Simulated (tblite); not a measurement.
Compound: C₈H₁₅P.
Bonds: C1–C2, C2–C3 (triple), C3–P4, P4–C5, P4–C6, C6–C7, C7–C8, C7–C9. Hydrogens: H10, H11, H12 on C1; H13, H14, H15 on C5; H16, H17 on C6; H18 on C7; H19, H20, H21 on C8; H22, H23, H24 on C9.

Structure optimised with GFN2-xTB, isolated species.

Q: Give the optimised bond lengths and angles.

A: 
```csv
bond,length (bohr),order
C1–C2,2.733,single
C2≡C3,2.277,triple
C3–P4,3.340,single
P4–C5,3.511,single
P4–C6,3.533,single
C6–C7,2.888,single
"C7–C8, C7–C9",2.884,single
"C1–H10, C1–H11, C1–H12",2.060,single
"C5–H13, C5–H14, C5–H15",2.057,single
"C6–H16, C6–H17",2.069,single
C7–H18,2.074,single
C8–H19 and 5 like bonds,2.056,single
```

Bonds in one row agree within 0.02 bohr and their mean is given. Orders are formal, as drawn. A selection of angles:
```csv
angle,degrees
C2–C1–H10,110.1
H10–C1–H11,108.9
C1–C2–C3,177.5
C2–C3–P4,175.0
C3–P4–C5,97.0
C3–P4–C6,97.0
C5–P4–C6,97.4
P4–C5–H13,109.1
P4–C5–H15,111.4
H13–C5–H14,108.6
P4–C6–C7,111.9
P4–C6–H16,108.8
P4–C6–H17,107.8
C7–C6–H16,110.2
H16–C6–H17,108.2
C6–C7–C8,110.3
C6–C7–C9,110.5
C6–C7–H18,108.2
C8–C7–C9,110.4
C8–C7–H18,108.6
C7–C8–H19,110.5
C7–C8–H21,110.8
H19–C8–H20,108.4
H22–C9–H23,108.5
```

Dihedral angles: C3–P4–C6–C7 78° (synclinal); P4–C6–C7–C8 -170° (antiperiplanar). The mirror-image conformer, all signs reversed, is as good.

The 5 C–C bonds span 1.205 Å (C2≡C3, drawn triple) to 1.528 Å (C6–C7, drawn single), a spread of 0.323 Å. The C–P distances run from 1.767 Å (C3–P4, drawn single) to 1.869 Å (P4–C6, drawn single), a spread of 0.102 Å. P4 (phosphine phosphorus) is pyramidal (angles 97.4°, 97.0° and 97.0°, sum 291.4°, 0.92 Å off the plane of its three neighbours). Of the pairs four or more bonds apart, P4···H22 is among the closest relative to their van der Waals radii: 2.81 Å, 94 % of the sum of Bondi's values.

Point group: C1 (no symmetry element, even within 0.4 Å). Its GFN2-xTB frequencies are all real (lowest 25 cm⁻¹). The numbers are those of one conformer. 3 starts were optimised and ended at 0.00, 0.21 and 0.22 kcal/mol (GFN2-xTB); the lowest of these is shown.

On one thread, Arm Neoverse V1 (aarch64), shared host with 32 logical CPUs at a one-minute load of 20, this took 0.51 s. This is the geometry optimisation.

These are computed values.
